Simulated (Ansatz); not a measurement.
The same path of C2H6BFO2 + H2 (14 atoms, charge 0, multiplicity 1) was run 3 times with different band settings. Lost on the way: B1–F2, H7–H8. Made: B1–H8, F2–H7.

All numbers below come from RKS revPBE-D4/6-31G* in Ansatz 0.2.0.

Relaxed end points:

```xyz
14
Properties=species:S:1:pos:R:3
B 0.503 0.418 -0.215
F 0.704 1.478 0.608
O 0.178 -0.820 0.284
C 0.008 -0.999 1.699
O 0.633 0.635 -1.559
C 0.423 -0.458 -2.466
H -1.395 2.453 1.649
H -2.046 2.678 1.938
H 0.763 -0.439 2.277
H -0.998 -0.666 2.012
H 0.110 -2.076 1.909
H -0.524 -0.984 -2.253
H 1.252 -1.186 -2.402
H 0.390 -0.034 -3.483
```

```xyz
14
Properties=species:S:1:pos:R:3
B -0.631 0.368 -0.159
F 1.149 2.021 1.268
O -0.105 -0.770 0.391
C -0.143 -0.936 1.820
O -0.491 0.653 -1.486
C 0.282 -0.238 -2.315
H 0.230 2.089 1.043
H -1.282 1.167 0.494
H 0.521 -0.198 2.299
H -1.171 -0.816 2.212
H 0.210 -1.956 2.043
H -0.223 -1.216 -2.414
H 1.287 -0.400 -1.890
H 0.367 0.233 -3.306
```

Common settings: movable images 5; climbing image yes; optimiser quadratic models (default); start path through a guess of the saddle point; iteration limit 60; end points relaxed.

| run | spring | force threshold |
| --- | --- | --- |
| 1 | 5.0 eV/Å² | 0.05 eV/Å |
| 2 | 5.0 eV/Å² | 0.5 eV/Å |
| 3 | 50.0 eV/Å² | 0.05 eV/Å |

Q: What does each run give, and how far can it be trusted?

A: Run 1: converged after 38 iterations, highest image 2.355 eV above the first end. Neighbouring images differ by up to 2.3 eV, so the band resolves the path poorly. A vibrational analysis at the climbing image gives one clearly imaginary mode, 1012i cm⁻¹: a first-order saddle point. Another band between the same ends, with other settings, climbed to 1.48 eV only, so this may not be the lowest route.
Run 2: converged after 6 iterations, highest image 1.638 eV above the first end. The threshold of 0.5 eV/Å is loose, so the images may lie well off the minimum-energy path. The order of the stationary point at the top wasn't checked.
Run 3: converged after 27 iterations, highest image 1.481 eV above the first end. The order of the stationary point at the top wasn't checked.
The orbitals stay closed-shell, which can raise the energy where a bond breaks towards radicals; this wasn't checked here.
